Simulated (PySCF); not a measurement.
Excitation energies in several basis sets

CH6Ge.
SMILES: `[CH3][GeH3]`

TDDFT with PBE0 (PySCF), vertical singlets, core orbitals frozen in the response, spherical d and f functions. Isolated species at its PBE0-D3(BJ)/def2-SVP geometry, gas phase. The PBE0/6-31G* calculation is non-relativistic and has no spin–orbit coupling, an omission that weighs most on germanium.

Problem. How do the low singlets change with the basis? Take 6-31G*, def2-SVP, def2-SVPD, aug-cc-pVDZ, def2-TZVP, def2-TZVPD and aug-cc-pVTZ.

Solution. 

```
      basis  functions  diffuse  S1 (eV)  S2 (eV)  S3 (eV)  S4 (eV)  S5 (eV)  LUMO (eV)  α (au)
     6-31G*         58       no     8.99     8.99     8.99     9.83     9.83       1.29    36.9
   def2-SVP         76       no     8.99     9.02     9.02     9.58     9.58       1.27    40.2
  def2-SVPD        106      yes     8.15     8.34     8.34     8.75     8.75       0.37    46.8
aug-cc-pVDZ        113      yes     7.73     7.99     7.99     8.29     8.36      -0.13    47.7
  def2-TZVP        115       no     8.57     8.73     8.73     9.33     9.37       0.86    45.4
 def2-TZVPD        145      yes     7.95     8.21     8.21     8.61     8.69       0.20    47.4
aug-cc-pVTZ        243      yes     7.70     7.98     7.98     8.26     8.35      -0.17    47.8
```

States are compared by their number. Against the largest diffuse basis here (aug-cc-pVTZ, itself not a converged limit), sets without diffuse functions differ by up to 1.29 eV in S1 and 1.48 eV in S5; the smaller diffuse sets differ by up to 0.44 and 0.40 eV. S1 is led by HOMO-2/HOMO-1→LUMO (≥65%) in 6-31G* and by HOMO→LUMO (98%) in aug-cc-pVTZ. State by state, the largest deviation of a set without diffuse functions is S1 1.29, S2 1.03, S3 1.03, S4 1.57, S5 1.48 eV. The same number needn't mean the same state in each row. Against aug-cc-pVTZ the polarisability deviates by -23% in 6-31G*, -16% in def2-SVP, -2% in def2-SVPD, 0% in aug-cc-pVDZ, -5% in def2-TZVP, -1% in def2-TZVPD.
